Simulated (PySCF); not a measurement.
Compound: C₆H₁₁O₂PSi.
Numbering: `[CH3:1][O:2][C:3]1=[C:4]([CH3:5])[P@@H:6](=[O:7])[CH:8]=[C:9]1[SiH3:10]`

Cartesian coordinates in Å at the GFN2-xTB level; atoms count from 1:
```
atom  x, y, z in Å
C1    -1.4178    1.7654   -1.1175
O2    -0.1729    1.4371   -0.5442
C3     0.0454    0.1984   -0.0467
C4    -0.7462   -0.8803    0.1121
C5    -2.1927   -1.1556   -0.1566
P6     0.2659   -2.1905    0.8536
O7     0.2772   -3.5087    0.2149
C8     1.7510   -1.1618    0.8702
C9     1.4434    0.0460    0.3832
Si10   2.5490    1.5536    0.1520
H11   -1.3476    2.8175   -1.3906
H12   -2.2365    1.6293   -0.4078
H13   -1.6062    1.1737   -2.0169
H14   -2.8368   -0.6683    0.5779
H15   -2.5033   -0.8425   -1.1513
H16   -2.3449   -2.2330   -0.0774
H17   -0.1380   -2.2366    2.1929
H18    2.7197   -1.4598    1.2303
H19    1.9959    2.6541    0.9390
H20    3.8773    1.1891    0.6509
H21    2.6092    1.8899   -1.2684
```

Definitions: NICS(0) = −σiso at the ring centroid; NICS(1) = −σiso and NICS(1)zz = −σzz at ±1 Å along the ring normal z. Level: GIAO PBE0/pcSseg-1 (PySCF, non-relativistic, gas phase) on the GFN2-xTB geometry, one conformer.

Ring bond lengths (Å), with Mayer bond orders in brackets: C3–C4 1.347 (1.64), C4–P6 1.814 (0.86), P6–C8 1.807 (0.84), C8–C9 1.338 (1.81), C9–C3 1.470 (1.01).

Task: Give the NICS values of each ring in ppm.

Result: 
```csv
ring,type,NICS(0),"NICS(1), two faces","NICS(1)zz, two faces",rms pucker (Å),"centre to ring atoms, mean (Å)"
C3–C4–P6–C8–C9,"5-membered ring with P; formal bonds 2 double, 3 single",-1.2,-2.3 / -3.8,1.8 / 1.2,0.01,1.32
```

Task: What do they say, and how far can they be read as aromaticity?

Result: 
- C3–C4–P6–C8–C9: mean NICS(1)zz 1.5 ppm, near zero. P6 has four or more neighbours; no verdict on aromaticity is drawn.

Task: At the second NICS(1) probe listed for ring C3–C4–P6–C8–C9, 1 Å off the ring, how large is the induced field along the normal in 1 T applied along it?

Result: NICSzz × B0 = 1.2 ppm × 1 T = 1 μT, along the applied field.

Task: List the ring angles and the Hirshfeld charges of the ring atoms.

Result: 
- C3–C4–P6–C8–C9: C3 116.2° (+0.069 e), C4 107.4° (-0.086 e), P6 92.9° (+0.389 e), C8 108.8° (-0.093 e), C9 114.7° (-0.086 e); sum 540.0° against 540° for a flat convex ring.

The run took about 2.6 min of CPU time (one thread, shared machine). This is the whole shielding run at PBE0/pcSseg-1, SCF included.
